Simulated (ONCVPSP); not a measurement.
# iodine: one change to an ONCV potential, before and after

```json
{
  "Element": "iodine (I)",
  "Generator": "ONCVPSP 4.0.1",
  "Type": "optimised norm-conserving Vanderbilt (ONCV)",
  "Functional": "PBE",
  "Relativity": "scalar-relativistic",
  "Frozen core": "[Kr] 4d10",
  "Valence charge": "7",
  "Reference configuration": "5s2 5p5",
  "Partial waves": "5s: rc 1.80 bohr, ncon 5, nbas 10, qcut 3 1/bohr, 2 projectors, debl 3 Ha; 5p: rc 1.80 bohr, ncon 3, nbas 6, qcut 4.2 1/bohr, 2 projectors, debl 1.3 Ha",
  "Local potential": "polynomial inside 1.50 bohr (lpopt 5, dvloc0 0 Ha)",
  "Core correction": "Teter function, fcfact 3.5, rcfact 1.2"
}
```

Change: s: qcut 2.7.

Cutoffs: the cutoffs (Ha) at which the residual kinetic energy of the hardest occupied pseudo-wave falls to 1 and 0.1 mHa per electron; they do not see the model core or the augmentation charge, which bear on the density cutoff. Errors are all-electron minus pseudo energies relative to the spin-unpolarised reference configuration.

**Question.** Predict the effect on cutoff, ghosts and configuration errors.

**Answer.** The potential gets harder (54 Ha and 87 Ha → 73 Ha and 90 Ha); the errors of the 4 common tests hardly move; neither file shows a bound ghost.

```csv
quantity,base,changed
"cutoff, loose",54 Ha,73 Ha
"cutoff, tight",87 Ha,90 Ha
loose cutoff by channel,"s 54 Ha, p 8.2 Ha","s 73 Ha, p 8.2 Ha"
bound ghosts,none,none
GHOST(+) flags under 300 eV,s at 40.4 eV,s at 45.7 eV
"error for 5s2 5p4, meV [ΔE 11.13 eV]",-5.2,-5.2
"error for 5s2 5p3, meV [ΔE 30.98 eV]",-22,-22
"error for 5s2 5p2, meV [ΔE 60.31 eV]",-60,-60
"error for 5s2 5p4.5, meV [ΔE 4.53 eV]",-1.6,-1.6
s: phases at 1.83 bohr within 0.05 rad from the reference energy up to (Ha; the scan ends near 5),1.5,1.7
p: phases at 1.83 bohr within 0.05 rad from the reference energy up to (Ha; the scan ends near 5),2.9,2.9
"rms error of d²Exc/dni dnj with the model core, mHa",1.42,1.34
```
